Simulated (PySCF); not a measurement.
# Ionisation energy along the 21-electron series

Calculated with PySCF 2.14 and a two-component X2C-1e Hamiltonian (Gaussian nucleus, no Breit or QED terms), each ion in its own even-tempered basis scaled to its charge; GMP2 freezes [Ne] and drops the highest virtual spinors. Values in eV. NIST values: (m) measured, (s) semi-empirical, (t) theoretical.

```
  ion  configuration  GHF (spin-free)  GMP2 (spin-free)  GHF (screened spin-orbit)  GMP2 (screened spin-orbit)          NIST
Dy⁴⁵⁺       [Ar] 3d3           3710.8            3710.6                     3725.5                      3726.3  3725 ± 4 (t)
Er⁴⁷⁺       [Ar] 3d3           4020.9            4020.7                     4039.1                      4039.9  4038 ± 4 (t)
```

Fill in the row of Ho⁴⁶⁺.

configuration: [Ar] 3d3; GHF (spin-free): 3864.4; GMP2 (spin-free): 3864.2; GHF (screened spin-orbit): 3880.8; GMP2 (screened spin-orbit): 3881.6; NIST: 3880 ± 4 (t).
